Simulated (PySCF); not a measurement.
octafluoropropane (C3F8), SMILES FC(F)(F)C(F)(F)C(F)(F)F. Heavy atoms are numbered as in [F:1][C:2]([F:3])([F:4])[C:5]([F:6])([F:7])[C:8]([F:9])([F:10])[F:11].

Geometry optimised at PBE0-D3(BJ)/def2-SVP.

These are PBE/def2-SVP (PySCF) values and carry that method's errors.

ESP charges are fitted to the potential on shells at 1.4 to 2.0 van der Waals radii. Atomic charges (e), one atom of each kind:

```json
[
 {"atom": "F1", "Löwdin": "-0.01", "Mulliken": "-0.11", "meta-Löwdin": "-0.22", "ESP fit": "(withheld)"},
 {"atom": "C2", "Löwdin": "0.06", "Mulliken": "0.39", "meta-Löwdin": "0.68", "ESP fit": "(withheld)"},
 {"atom": "C5", "Löwdin": "0.00", "Mulliken": "0.14", "meta-Löwdin": "0.44", "ESP fit": "(withheld)"},
 {"atom": "F6", "Löwdin": "-0.02", "Mulliken": "-0.14", "meta-Löwdin": "-0.23", "ESP fit": "(withheld)"}
]
```

Problem. Some entries are withheld; supply them. (An estimate is asked for; the answer gives what the named calculation found.)

Solution. 
- F1, ESP fit: -0.12
- C2, ESP fit: 0.40
- C5, ESP fit: 0.02
- F6, ESP fit: -0.07

Computed Mayer and Wiberg (Löwdin basis) orders of the bonds:
| bond | Mayer | Wiberg |
|---|---|---|
| F1–C2 | 1.19 | 1.37 |
| C2–F3 | 1.19 | 1.37 |
| C2–F4 | 1.20 | 1.37 |
| C2–C5 | 0.86 | 0.94 |
| C5–F6 | 1.12 | 1.32 |
| C5–F7 | 1.12 | 1.32 |
| C5–C8 | 0.86 | 0.94 |
| C8–F9 | 1.19 | 1.37 |
| C8–F10 | 1.20 | 1.37 |
| C8–F11 | 1.19 | 1.37 |
